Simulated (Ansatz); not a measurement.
C4H2F2Ge (`C#[C][Ge]([F])([F])[C]#C`), 9 atoms. Total charge 0; spin multiplicity 1. Correlated methods include outer-core shells of Ge, which these sets cover unevenly. Scalar relativity is left out up to krypton. All runs use 4 threads of an AMD EPYC 9R14 on a shared host. Correlated methods freeze the cores.

How many basis functions does each run have, and how long does it take in Ansatz? RKS PBE0-D4/def2-TZVP frequencies; RKS r2SCAN-D4/def2-TZVPP energy and forces; RHF-CCSD(T)/def2-SVP energy; RKS ωB97M-V/def2-QZVPP energy; RKS PBE0-D4/def2-TZVP relaxation (5 steps); RKS B2PLYP (frozen core)/def2-TZVPP energy; RHF-MP2/def2-QZVPP energy; RKS PBE0-D4/def2-QZVPP energy; RKS r2SCAN0-D4/def2-TZVPP energy; RHF-CCSD(T)/def2-TZVPP energy; RKS PBE0-D4/def2-SVP energy; RKS ωB97X-V/def2-TZVPP energy. (An estimate is asked.)

Ansatz gave: Other jobs shared the machine, so times are rough.

```tsv
level	job	functions	wall time	peak host memory (GiB)
RKS PBE0-D4/def2-SVP	energy	126	1.1 s	0.32
RKS r2SCAN-D4/def2-TZVPP	energy and forces	262	3.2 s	0.4
RKS r2SCAN0-D4/def2-TZVPP	energy	262	3.8 s	0.84
RKS B2PLYP (frozen core)/def2-TZVPP	energy	262	4.7 s	0.77
RKS ωB97X-V/def2-TZVPP	energy	262	5.5 s	0.96
RKS PBE0-D4/def2-QZVPP	energy	491	6.5 s	2
RHF-CCSD(T)/def2-SVP	energy	126	11 s	0.85
RKS ωB97M-V/def2-QZVPP	energy	491	13 s	2.4
RHF-MP2/def2-QZVPP	energy	491	19 s	3
RKS PBE0-D4/def2-TZVP	relaxation (5 steps)	246	20 s	0.81
RKS PBE0-D4/def2-TZVP	frequencies	246	2.3 min	0.85
RHF-CCSD(T)/def2-TZVPP	energy	262	4.2 min	7
```
